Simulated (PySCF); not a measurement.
Can point charges reproduce the dipole moment of `CC(C)=C1C[C@@H]1C#N`?

Coordinates (PBE0-D3(BJ)/def2-SVP, Å) and charges (e) from the PBE0/pcSseg-1 density (PySCF):

```json
{"atom": "C1", "x": "-1.882", "y": "1.080", "z": "-0.057", "Mulliken": "-0.1695", "IAO": "-0.4143", "Hirshfeld": "-0.1115", "ESP-fitted": "-0.5763"}
{"atom": "C2", "x": "-0.856", "y": "-0.002", "z": "0.088", "Mulliken": "-0.4260", "IAO": "+0.0372", "Hirshfeld": "+0.0235", "ESP-fitted": "+0.2184"}
{"atom": "C3", "x": "-1.261", "y": "-1.391", "z": "-0.302", "Mulliken": "-0.1653", "IAO": "-0.4151", "Hirshfeld": "-0.1114", "ESP-fitted": "-0.5680"}
{"atom": "C4", "x": "0.363", "y": "0.262", "z": "0.543", "Mulliken": "-0.0152", "IAO": "-0.0310", "Hirshfeld": "-0.0193", "ESP-fitted": "+0.0564"}
{"atom": "C5", "x": "1.371", "y": "1.204", "z": "0.995", "Mulliken": "-0.0969", "IAO": "-0.2721", "Hirshfeld": "-0.0694", "ESP-fitted": "-0.3519"}
{"atom": "C6", "x": "1.690", "y": "-0.300", "z": "0.859", "Mulliken": "-0.2813", "IAO": "-0.1861", "Hirshfeld": "-0.0248", "ESP-fitted": "-0.2597"}
{"atom": "C7", "x": "2.559", "y": "-0.751", "z": "-0.198", "Mulliken": "+0.1489", "IAO": "+0.1357", "Hirshfeld": "+0.0767", "ESP-fitted": "+0.4183"}
{"atom": "N8", "x": "3.251", "y": "-1.118", "z": "-1.052", "Mulliken": "-0.2623", "IAO": "-0.2563", "Hirshfeld": "-0.2361", "ESP-fitted": "-0.4821"}
{"atom": "H9", "x": "-2.232", "y": "1.146", "z": "-1.101", "Mulliken": "+0.1305", "IAO": "+0.1493", "Hirshfeld": "+0.0486", "ESP-fitted": "+0.1810"}
{"atom": "H10", "x": "-2.770", "y": "0.859", "z": "0.558", "Mulliken": "+0.1282", "IAO": "+0.1477", "Hirshfeld": "+0.0472", "ESP-fitted": "+0.1736"}
{"atom": "H11", "x": "-1.488", "y": "2.061", "z": "0.241", "Mulliken": "+0.1233", "IAO": "+0.1494", "Hirshfeld": "+0.0464", "ESP-fitted": "+0.1557"}
{"atom": "H12", "x": "-1.589", "y": "-1.417", "z": "-1.354", "Mulliken": "+0.1316", "IAO": "+0.1506", "Hirshfeld": "+0.0495", "ESP-fitted": "+0.1850"}
{"atom": "H13", "x": "-0.438", "y": "-2.107", "z": "-0.179", "Mulliken": "+0.1320", "IAO": "+0.1526", "Hirshfeld": "+0.0467", "ESP-fitted": "+0.1525"}
{"atom": "H14", "x": "-2.118", "y": "-1.732", "z": "0.304", "Mulliken": "+0.1273", "IAO": "+0.1471", "Hirshfeld": "+0.0469", "ESP-fitted": "+0.1696"}
{"atom": "H15", "x": "1.837", "y": "1.877", "z": "0.268", "Mulliken": "+0.1620", "IAO": "+0.1656", "Hirshfeld": "+0.0604", "ESP-fitted": "+0.1830"}
{"atom": "H16", "x": "1.337", "y": "1.593", "z": "2.019", "Mulliken": "+0.1550", "IAO": "+0.1609", "Hirshfeld": "+0.0597", "ESP-fitted": "+0.1698"}
{"atom": "H17", "x": "1.807", "y": "-0.861", "z": "1.795", "Mulliken": "+0.1777", "IAO": "+0.1788", "Hirshfeld": "+0.0670", "ESP-fitted": "+0.1749"}
```

What dipole does each set of charges give (1 e·Å = 4.803 D), and what does the density give?

The full density gives (-3.54, 1.55, 2.49) D, 4.60 D in size; dipole vectors point from the negative to the positive end.

```tsv
scheme	μx	μy	μz	size (D)	share of the full size (%)	angle to the full dipole (°)
Mulliken	-3.52	2.02	1.88	4.47	97	10
IAO	-3.14	1.27	1.95	3.90	85	3
Hirshfeld	-2.79	1.21	1.70	3.48	76	4
ESP-fitted	-3.56	1.56	2.50	4.62	100	0
```

Which set comes closest?

Length of the difference vector: ESP-fitted 0.02 D, IAO 0.74 D, Mulliken 0.77 D, Hirshfeld 1.15 D. Closest: ESP-fitted. ESP charges are fitted to the potential around the molecule, whose slowest-falling term is the dipole's. The schemes that divide the density aren't constrained to reproduce the dipole.

What is left for the Hirshfeld atoms' own dipoles?

The Hirshfeld atoms' densities add up to the full density, so μ = Σ q r + Σ (atomic dipoles). The atomic dipoles sum to (-3.54, 1.55, 2.49) − (-2.79, 1.21, 1.70) = (-0.75, 0.34, 0.79) D, 1.15 D in size.

With the origin at the mean of the coordinates, (-0.025, 0.024, 0.202) Å, which are the largest single terms, by size, of the IAO dipole along the direction of the full one?

N8 +4.41, C1 -3.27, H10 +1.84, C7 -1.61, H11 +1.32 D; all 17 atoms together +3.90 D. The single terms depend on the origin, their sum doesn't.

Give the size of the full dipole in other units.

4.60 D = 1.810 au = 0.958 e·Å = 15.34 × 10⁻³⁰ C·m.

Isolated species at its PBE0-D3(BJ)/def2-SVP geometry, gas phase.
